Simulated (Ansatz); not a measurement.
Cost and result for the atomization energy of `F[SiH]1C[S][Al]1[Cl]` (9 atoms, 9 bonds).

Cartesian coordinates in Å:
```
F 1.1136 2.0219 -0.8620
Si 0.7152 0.8138 0.1159
C 0.4594 -0.8362 -0.7922
S -0.9587 -1.6324 0.0713
Al -1.4819 0.3083 0.9412
Cl -3.2049 0.8445 1.9868
H 1.8255 0.6801 1.0994
H 1.3226 -1.5003 -0.7156
H 0.2093 -0.6996 -1.8448
```

Total charge 0; spin multiplicity 1. All single points use the PBE0-D4/def2-TZVP geometry. Program: Ansatz. All runs use 4 threads of a server CPU on a shared host. Times are those of one run each, without the atoms' runs, and a repeat can differ threefold. Electronic energies, without spin–orbit coupling; frozen cores. CCSD(T)/CBS adds CCSD(T) − MP2 in def2-TZVPP to the MP2 limit, and its time is that of the two runs behind it. T1 = 0.013.

CCSD(T)/CBS is a level of theory with its own doubt, some kJ/mol a heavy atom from the limit and from the frozen cores, so smaller differences don't rank the functionals.

```
                  level  functions  wall time
 LDA (SPW92)/def2-TZVPP        272      1.5 s
   revPBE-D4/def2-TZVPP        272      2.1 s
     BLYP-D4/def2-TZVPP        272      2.1 s
    BHLYP-D4/def2-TZVPP        272      3.6 s
     PBE0-D4/def2-TZVPP        272      4.1 s
CAM-B3LYP-D4/def2-TZVPP        272      4.2 s
       CCSD(T)/def2-SVP        115      4.9 s
      B2PLYP/def2-TZVPP        272        6 s
    PBE-QIDH/def2-TZVPP        272        6 s
      B97M-V/def2-TZVPP        272        8 s
         MP2/def2-QZVPP        484       20 s
     CCSD(T)/def2-TZVPP        272    2.4 min
      CCSD(T)/CBS(def2)          –    2.7 min
```

(1) What atomization energy does each give, and how far from CCSD(T)/CBS? (An estimate is asked.)

Results:

(1) Computed: 
| level | atomization (kJ/mol) | difference from CCSD(T)/CBS | per bond |
| --- | --- | --- | --- |
| LDA (SPW92)/def2-TZVPP | 3701.8 | 457.4 | 50.8 |
| revPBE-D4/def2-TZVPP | 3207.7 | -36.7 | -4.1 |
| BLYP-D4/def2-TZVPP | 3187.6 | -56.8 | -6.3 |
| BHLYP-D4/def2-TZVPP | 3120.0 | -124.4 | -13.8 |
| PBE0-D4/def2-TZVPP | 3241.8 | -2.6 | -0.3 |
| CAM-B3LYP-D4/def2-TZVPP | 3213.1 | -31.3 | -3.5 |
| CCSD(T)/def2-SVP | 2980.8 | -263.6 | -29.3 |
| B2PLYP/def2-TZVPP | 3176.2 | -68.2 | -7.6 |
| PBE-QIDH/def2-TZVPP | 3231.3 | -13.1 | -1.5 |
| B97M-V/def2-TZVPP | 3275.7 | 31.3 | 3.5 |
| MP2/def2-QZVPP | 3298.2 | 53.8 | 6.0 |
| CCSD(T)/def2-TZVPP | 3137.1 | -107.3 | -11.9 |
| CCSD(T)/CBS(def2) | 3244.4 | 0.0 | 0.0 |

At CCSD(T), def2-SVP lies −263.5 kJ/mol from the extrapolated value and def2-TZVPP −107.2 kJ/mol: correlation converges slowly with the basis, and small sets miss more of it in the bonded molecule than in its fragments. From PBE to PBE0 (25 % exact exchange), in def2-TZVPP and without D4, the atomization energy moves by −47.6 kJ/mol: exact exchange takes away binding that semilocal exchange gives to molecules. Leaving LDA and LC-ωPBE aside and taking each functional with its dispersion term where it has one, the values, not all of them listed here, spread over 173.4 kJ/mol, from BHLYP-D4 to PBE-D4. LDA lies +436.7 kJ/mol from PBE without D4, its usual overbinding.
